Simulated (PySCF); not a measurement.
Species: C₅H₅FO₃.
SMILES with atom numbers: `[CH3:1][O:2][C:3]1=[C:4]([F:5])[C@H:6]1[C:7](=[O:8])[OH:9]` (hydrogens: H10, H11, H12 on C1; H13 on C6; H14 on O9)

The closed-shell SCF was solved with PySCF and density fitting under several settings on one GFN2-xTB geometry (grid level 2 and gas phase unless stated).

```tsv
settings	basis functions	SCF cycles	E (Eh)	HOMO (eV)	LUMO (eV)	dipole (D)
PBE0/pcSseg-1	178	15	-518.3422	-6.81	-0.14	2.72
PBE0/def2-SVPD	232	15	-518.0441	-6.93	-0.36	2.69
PBE0/MINI, grid level 4, start guess atom	50	11	-514.5370	-8.05	-1.31	2.60
PBE0/def2-SVPD, energy threshold 1e-07 Eh	232	10	-518.0441	-6.93	-0.36	2.69
PW91/6-31G, energy threshold 1e-07 Eh	91	11	-518.6139	-5.28	-1.18	2.66
```

Question: Estimate the rows for these settings: (1) PBE0/6-311G**, start guess sap; (2) HCTH407/3-21G, grid level 4, start guess sap; (3) HSE06/def2-SVP.

Answer: 
```csv
settings,basis functions,SCF cycles,E (Eh),HOMO (eV),LUMO (eV),dipole (D)
"PBE0/6-311G**, start guess sap",192,15,-518.5260,-6.69,0.01,2.64
"HCTH407/3-21G, grid level 4, start guess sap",91,17,-515.9641,-5.19,-0.80,2.58
HSE06/def2-SVP,151,15,-518.0526,-6.28,-0.31,2.64
```

Question: Over all rows, what range does the HOMO–LUMO gap span?

Answer: From 4.10 eV (PW91/6-31G, energy threshold 1e-07 Eh) to 6.74 eV (PBE0/MINI, grid level 4, start guess atom). The functional of the narrowest has no exact exchange, that of the widest 25 % exact exchange.

Question: And the dipole moment?

Answer: From 2.58 D (HCTH407/3-21G, grid level 4, start guess sap) to 2.72 D (PBE0/pcSseg-1); the largest is 1.05 times the smallest, and the median is 2.65 D.

Question: Compare two rows with the functional PBE0: PBE0/6-311G**, start guess sap and PBE0/def2-SVPD. Which energy is lower, and by how much?

Answer: PBE0/6-311G**, start guess sap (192 functions) lies 0.4819 Eh or 302 kcal/mol below PBE0/def2-SVPD (232 functions). The smaller set gives the lower energy; the two sets aren't nested, so the variational bound doesn't order them by size.

Cycle counts include a coarse-grid stage where the run had one. All basis functions are spherical, in the Pople sets too.

Shape of the structure used: `[CH3:1][O:2][C:3]1=[C:4]([F:5])[C@H:6]1[C:7](=[O:8])[OH:9]`: C1–O2–C3–C4 -169°, C4–C6–C7–O8 -151°, H–O9–C7–C6 -178°.

One conformer stands for the species.
